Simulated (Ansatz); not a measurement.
Computed with Ansatz on PBE0-D4/def2-TZVP structures; ΔE is electronic, products minus reactants. CBS: MP2 limit from def2 TZ/QZ plus the TZ coupled-cluster correction, frozen cores. This one scheme is used for every species. DFT in def2-TZVPP. def2 core potentials past Kr. For Sn outer-core shells are correlated without core-valence functions, which leaves a few kJ/mol of doubt a bond. Each species was taken in one conformer, which may not be the lowest.

`O[CH2][SnH2][SH]` + H₂O → `[OH][SnH2][SH]` + CH₃OH  (formal hydrolysis of the Sn–C bond)

| level | ΔE (kcal/mol) | difference from CCSD(T)/CBS |
| --- | --- | --- |
| PBE-D4 | -9.2 | 1.4 |
| ωB97X-V | -12.4 | -1.8 |
| ωB97M-V | -11.2 | -0.6 |
| B2PLYP | -12.9 | -2.3 |
| r2SCAN | -11.8 | -1.2 |
| MP2/def2-TZVPP | -10.5 | 0.1 |
| SCS-MP2/def2-TZVPP | -12.4 | -1.8 |
| CCSD/def2-TZVPP | -11.6 | -1.0 |
| MP2/def2-QZVPP | -10.5 | 0.1 |
| HF/CBS(def2) | -18.0 | -7.4 |
| CCSD(T)/CBS | -10.6 | 0 |

Largest T1 diagnostic among the species: 0.013.

The D4 term adds +1.9 kcal/mol with B3LYP and +1.0 kcal/mol with PBE0; it sums over pairs of atoms, weighted by their polarisabilities, and B3LYP, whose exchange is more repulsive, gets the larger term. In def2-TZVPP, CCSD(T) changes the Hartree–Fock value by +6.8 kcal/mol (the triples alone add +0.8 kcal/mol) and MP2 by +7.1 kcal/mol.

B3LYP here is the variant with VWN-RPA as its local correlation; programs differ in this.
